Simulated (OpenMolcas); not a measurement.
## Ti2+ in SrF2: curves along the breathing mode

Ti2+ with its 8 nearest fluoride ions, on the Sr site of SrF2 (a = 5.796 Å, distance in the model lattice 2.510 Å). The rest of the host is ab initio model potentials to 7.6 Å and point charges beyond; the distance is set by hand and nothing relaxes. Ligand basis ANO-RCC-VDZP.

| Quantity | Value |
| --- | --- |
| Program | OpenMolcas |
| Method | SS-CASPT2, IPEA 0.25 Eh, imaginary shift 0.1 Eh (closed shells correlated: 3s 3p and the ligand valence shells) |
| Basis | ANO-RCC-VDZP [5s4p2d1f] |
| Scalar Hamiltonian | DKH2, point nucleus |
| Active space | 2 electrons in 5 orbitals (3d) |
| State averaging | 2S+1 = 3 even, 10 roots; 2S+1 = 1 even, 15 roots |
| Spin-orbit coupling | state interaction with AMFI integrals over the reference wave functions |

Spin-free energies (labels of O, the rotations of Oh) in cm-1 above the lowest fitted minimum, as all ligands move together:

```json
{"R (Å)": "2.217", "3A2": "200", "1E": "10020", "3T1": "14070", "1T2": "18010", "1A1": "17680", "3T1(2)": "22670", "1E(2)": "30920"}
{"R (Å)": "2.269", "3A2": "340", "1E": "10100", "3T1": "12810", "1T2": "16960", "1A1": "17570", "3T1(2)": "21150", "1E(2)": "29000"}
{"R (Å)": "2.321", "3A2": "2540", "1E": "12240", "3T1": "13750", "1T2": "18410", "1A1": "19520", "3T1(2)": "21970", "1E(2)": "29410"}
{"R (Å)": "2.373", "3A2": "6550", "1E": "16160", "3T1": "16440", "1T2": "21480", "1A1": "23300", "3T1(2)": "24750", "1E(2)": "31880"}
{"R (Å)": "2.426", "3A2": "12300", "1E": "21850", "3T1": "21360", "1T2": "26550", "1A1": "28820", "3T1(2)": "29540", "1E(2)": "36260"}
{"R (Å)": "2.478", "3A2": "19400", "1E": "28860", "3T1": "27560", "1T2": "32830", "1A1": "35700", "3T1(2)": "35820", "1E(2)": "42190"}
{"R (Å)": "2.53", "3A2": "27780", "1E": "37150", "3T1": "35160", "1T2": "40580", "1A1": "43890", "3T1(2)": "43480", "1E(2)": "49570"}
```

Cubic fits give the following; the wavenumber is harmonic, with the mass of all moving ligands, small differences in it between states hang on the degree of the fit, a number in brackets counts states of one label, and the table is a selection of at most 14 states with clean curves.

```tsv
State	R0 (Å)	Breathing mode (cm-1)	Minimum (cm-1)
3A2	2.239	418	0
1E	2.240	417	9800
3T1	2.273	421	12790
1T2	2.264	423	17060
1A1	2.245	416	17360
3T1(2)	2.276	429	21140
1E(2)	2.286	426	28910
1T2(2)	2.284	424	28930
1A1(2)	2.283	426	44880
```

The minimum of 3T1 is shifted by +0.0342 Å against 3A2 (from the unrounded fits). With M = 152.0 u for the moving shell, the Huang-Rhys factor in this mode is S = M ω ΔR² / 2ħ = 0.01483 × 152.0 × 418 × 0.0342² = 1.10. Only the first shell moves, against a rigid host.

Roots that are degenerate in the reference are averaged as groups; the widest CASPT2 spread within a group is 590 cm-1 (the 3-fold group of multiplicity 3 near 5580 cm-1 above the lowest state of its run, R = 2.373). Shifts and gaps below about the spread of the groups concerned are not significant. Over all roots computed the reference weight is 0.69 in R = 2.217, 0.69 in R = 2.269, 0.69 to 0.70 in R = 2.321, 0.69 to 0.70 in R = 2.373, 0.69 to 0.70 in R = 2.426, 0.68 to 0.70 in R = 2.478, 0.68 to 0.70 in R = 2.53; a low but even weight reflects the number of correlated electrons. Ligand-to-metal charge-transfer states are missing. These CASPT2 states fit no ligand-field parameters well, so their order and spin gaps are uncertain. With no ligand orbital active B as a rule stays too high, so bands that hang on it stand too high and its fall with covalency is understated. With one d shell and no ligand orbital active, 10Dq can be off by tens of per cent for divalent 3d ions, low with halides held by bare charges and at times high in hosts. Free-ion shares, where given, are those of the reference states; single-state CASPT2 does not remix them. No measured value stands beside these numbers.
